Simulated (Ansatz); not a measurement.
`COC(=O)C(F)(F)C(F)(F)F` + H₂ → `COC=O` + `FC(F)C(F)(F)F` at 298.15 K and 1 bar (hydrogenolysis of a C–C bond).

Gas-phase electronic energies from Ansatz, PBE0-D4/def2-TZVP geometries. CCSD(T)/CBS is the MP2 limit (def2-TZVPP, def2-QZVPP) plus CCSD(T) − MP2 in def2-TZVPP, frozen cores. This one scheme is used for every species. One conformer a species, not always the lowest.

| species | CCSD(T)/CBS energy (Eh) | H − E (kJ/mol) | S (J/(mol·K)) |
| --- | --- | --- | --- |
| `COC(=O)C(F)(F)C(F)(F)F` | -803.30583 | 240.4 | 438.1 |
| H₂ | -1.17544 | 35.1 | 130.4 |
| `COC=O` | -228.84804 | 177.9 | 283.9 |
| `FC(F)C(F)(F)F` | -575.65828 | 118.2 | 333.2 |

H − E and S are ideal-gas, rigid-rotor, harmonic terms from PBE0-D4/def2-TZVP, for one conformer and one mirror image of each species. The MP2-based limit puts H₂ 0.8 mEh under its directly extrapolated value; such offsets cancel only in part. 1 Eh = 2625.50 kJ/mol, R = 8.31446 J/(mol·K).

Question: By hand: ΔE, ΔH, ΔS and ΔG.

Answer: ΔE = (-228.84804) + (-575.65828) − (-803.30583) − (-1.17544) = -0.02505 Eh = -65.8 kJ/mol. Δ(H − E) = 177.9 + 118.2 − 240.4 − 35.1 = 20.6, so ΔH = -45.2 kJ/mol. ΔS = 283.9 + 333.2 − 438.1 − 130.4 = 48.6 J/(mol·K). ΔG = -45.2 − 298.15 × (48.6)/1000 = -59.7 kJ/mol.

Question: By hand: the equilibrium constant, and the temperature at which ΔG would vanish if ΔH and ΔS stayed fixed.

Answer: log₁₀ K = −ΔG/(RT ln 10) = 10.5. ΔH and −TΔS have one sign here, so there is no such temperature.

ΔH outweighs TΔS. A doubt of 5 kJ/mol in ΔE shifts log₁₀ K by 0.9 here. Other conformers and mirror images would add mixing entropy, several J/(mol·K) or more a flexible species. Modes under 60 cm⁻¹, often nearly free rotors, make the harmonic entropy too high. These are equilibria of isolated gas molecules and say nothing of rates. Largest T1 diagnostic: 0.015 (customary marks: 0.02 for closed shells, 0.045 for open ones).
